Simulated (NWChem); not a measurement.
# NbHO₂F₂; SMILES [O]=[Nb]([OH])([F])[F]

```xyz
6

Nb     0.0145    -0.0003     0.0243
O     -0.1715     0.0032     1.6998
F      0.9284    -1.5544    -0.4594
F      0.9529     1.5384    -0.4615
O     -1.6955     0.0130    -0.7403
H     -2.5904     0.0281    -0.3846
```
Atoms are numbered in this order, from 1.

Computed with NWChem. Coordinates come from a PBE0/def2-SVP optimisation. def2 effective core potentials on Nb; no spin-orbit coupling. Total energies compare along this basis series because the functional is fixed.

```tsv
level	basis functions	energy (Ha)	highest occupied level (eV)	orbital gap (eV)	dipole (D)
PBE0/def2-SVP	92	-407.3357	-10.14	8.49	2.59
PBE0/def2-SVPD	134	-407.3634	-10.34	8.44	2.52
PBE0/def2-TZVP	170	-407.7768	-10.20	8.48	2.53
PBE0/def2-TZVPP	194	-407.7867	-10.16	8.51	2.50
```
